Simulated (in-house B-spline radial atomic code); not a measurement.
Values are calculated unless marked as measured or tabulated.
# Br⁵⁺ at several levels of theory

Ground configuration [Ar] 3d10 4s2. All numbers come from a B-spline radial code for spherical atoms, all electrons, at the radial basis limit. Mean-field, RPA, GW and linear-response runs are scalar-relativistic (one-electron X2C), no spin-orbit coupling, without Breit or QED terms, open shells spin-polarised at highest spin; the many-body runs on Dirac-Hartree-Fock orbitals are four-component, and their energies hold both.

**Ionisation energy.** The reference is 87.39 ± 0.025 eV (NIST, measured).

```tsv
method	value (eV)	minus reference (eV)
minus the highest LDA VWN5 level	81.51	-5.88
LDA VWN5, difference of total energies	88.45	+1.06
minus the highest PBE level	81.01	-6.38
PBE, difference of total energies	87.99	+0.60
G0W0 on PBE	88.06	+0.67
exact exchange + RPA on PBE	87.95	+0.56
exact exchange + RPA + SOSEX on PBE	87.32	-0.07
minus the highest r2SCAN level	81.29	-6.10
r2SCAN, difference of total energies	87.30	-0.09
minus the highest PBE0 level	82.39	-5.00
PBE0, difference of total energies	87.53	+0.14
G0W0 on PBE0	87.92	+0.53
minus the highest B3LYP (VWN-RPA) level	82.45	-4.94
B3LYP (VWN-RPA), difference of total energies	88.08	+0.69
minus the highest CAM-B3LYP level	84.30	-3.09
minus the highest LC-wPBE level	85.77	-1.62
minus the highest Hartree-Fock level	85.54	-1.85
Hartree-Fock, difference of total energies	85.31	-2.08
G0W0 on Hartree-Fock	87.58	+0.19
MP2, difference of total energies	87.44	+0.05
CI + MBPT for the two outer electrons	87.34	-0.05
Dirac-Fock + self-energy with TDHF screening (4s1/2)	86.96	-0.43
```

Question: Which methods come closest, and which lies farthest off?

Answer: Closest: MP2, difference of total energies (+0.05 eV) and CI + MBPT for the two outer electrons (-0.05 eV). Farthest: minus the highest PBE level (-6.38 eV). The PBE level misses by -6.4 eV while the PBE energy difference misses by +0.60 eV: the semilocal potential lacks the −1/r tail and the energy is convex in the electron number, but total energies at whole numbers are far better.

**Static dipole polarisability and C6** of two like species, by linear response (no reference value is at hand):

| method | α (bohr³) | C6 (hartree·bohr⁶) |
| --- | --- | --- |
| LDA VWN5 | 3.439 | 7.605 |
| PBE | 3.512 | 7.828 |
| PBE0 | 3.637 | 8.179 |
| B3LYP (VWN-RPA) | 3.526 | 7.855 |
| CAM-B3LYP | 3.533 | 7.875 |
| LC-wPBE | 3.622 | 8.14 |
| TDHF | 3.965 | 9.134 |
| relativistic RPA (four-component TDHF) | 3.964 | 9.125 |

Question: What mean excitation energy do α and C6 imply in London's formula C6 = (3/4) α² ω?

Answer: LDA VWN5: ω = 0.857 hartree; relativistic RPA (four-component TDHF): ω = 0.774 hartree. A method that puts the excitations lower gives a larger α and a smaller ω.

Run times on one thread of shared hosts: mean field, RPA, SOSEX and G0W0 on PBE, for the atom and its ion, 3.8 s (Arm Neoverse V2); TDDFT with PBE, 1.5 s (Arm Neoverse N1); CI + MBPT, 130 s (Arm Neoverse V1); removal energies by the self-energy, 11 s (Intel Xeon 6975P-C).
